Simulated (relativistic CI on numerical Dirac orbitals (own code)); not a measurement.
# The 4f ions of charge 4+

Computed by Dirac-Coulomb-Breit CI, KLI orbitals optimised for each configuration, a model potential for QED, unscaled Slater integrals (own radial code, finite nucleus).

Each species is treated in one configuration, given outside its closed core, with all valence electrons in the open shell. Radial values are for the open shell of highest l, unscaled and averaged over j; ζ includes the Breit term. Labels give the leading LS character, summed over repeated terms.

| Ion | Configuration | Its lowest level | LS weight (%) | F² (cm⁻¹) | F⁴ (cm⁻¹) | ζ (cm⁻¹) | g_J | g√(J(J+1)) |
| --- | --- | --- | --- | --- | --- | --- | --- | --- |
| Pr4+ | 4f | 2F°_5/2 | 100 |  |  | 826.9 | 0.856 | 2.53 |
| Nd4+ | 4f2 | 3H_4 | 97 | 107100 | 67330 | 961.4 | 0.805 | 3.60 |
| Pm4+ | 4f3 | 4I°_9/2 | 97 | 110800 | 69650 | 1107 | 0.731 | 3.64 |
| Sm4+ | 4f4 | 5I_4 | 98 | 114300 | 71890 | 1265 | 0.603 | 2.70 |
| Eu4+ | 4f5 | 6H°_5/2 | 96 | 117800 | 74050 | 1436 | 0.294 | 0.87 |
| Gd4+ | 4f6 | 7F_0 | 94 | 121100 | 76140 | 1619 |  | 0.00 |
| Tb4+ | 4f7 | 8S°_7/2 | 97 | 124400 | 78190 | 1817 | 1.993 | 7.91 |
| Dy4+ | 4f8 | 7F_6 | 96 | 127600 | 80180 | 2030 | 1.493 | 9.67 |
| Ho4+ | 4f9 | 6H°_15/2 | 94 | 130700 | 82130 | 2259 | 1.324 | 10.57 |
| Er4+ | 4f10 | 5I_8 | 94 | 133800 | 84050 | 2503 | 1.241 | 10.53 |
| Tm4+ | 4f11 | ? | ? | ? | ? | ? | ? | ? |
| Yb4+ | 4f12 | 3H_6 | 99 | 139800 | 87790 | 3044 | 1.164 | 7.55 |
| Lu4+ | 4f13 | 2F°_7/2 | 100 |  |  | 3342 | 1.142 | 4.53 |

Task: Fill in the row of Tm4+.

Result: Its lowest level 4I°_15/2; LS weight (%) 97; F² (cm⁻¹) 136800; F⁴ (cm⁻¹) 85940; ζ (cm⁻¹) 2765; g_J 1.196; g√(J(J+1)) 9.55.
